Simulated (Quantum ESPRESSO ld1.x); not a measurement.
Er, configuration [Xe] 4f12 6s2 (the NIST ground configuration).

Method: scalar-relativistic Kohn-Sham, LDA (Slater exchange, VWN5 correlation), spin-unpolarised, spherical densities, point nucleus; computed with ld1.x of Quantum ESPRESSO 7.5.

Energy parts (eV):
total: -355874.3
kinetic: 385783.3
electron-nucleus: -873652.1
Hartree: 139325.0
exchange-correlation: -7330.5

Orbitals (lengths in bohr, moments of r in powers of bohr; r(max) is where P^2 peaks):
| orbital | occ. | eigenvalue (eV) | <1/r> | r(max) |
|---|---|---|---|---|
| 1s | 2 | -57325.457 | 77.52 | 0.01287 |
| 2s | 2 | -9631.550 | 18.04 | 0.07329 |
| 2p | 6 | -8521.975 | 16.67 | 0.05957 |
| 3s | 2 | -2157.504 | 6.651 | 0.2074 |
| 3p | 6 | -1820.026 | 6.216 | 0.2040 |
| 3d | 10 | -1396.856 | 5.894 | 0.1663 |
| 4s | 2 | -424.980 | 2.813 | 0.4739 |
| 4p | 6 | -313.935 | 2.573 | 0.4954 |
| 4d | 10 | -165.205 | 2.271 | 0.5117 |
| 4f | 12 | -3.362 | 1.643 | 0.5084 |
| 5s | 2 | -52.029 | 1.060 | 1.111 |
| 5p | 6 | -26.533 | 0.8726 | 1.275 |
| 6s | 2 | -3.984 | 0.3169 | 3.310 |

The highest occupied level is 4f at -3.362 eV. The density falls to 0.001 e/bohr^3 at r = 5.07 bohr. Summed over all electrons, <r^2> = 74.07 bohr^2, which gives a Langevin (diamagnetic) susceptibility term of -58.7 x 10^-6 cm^3/mol.
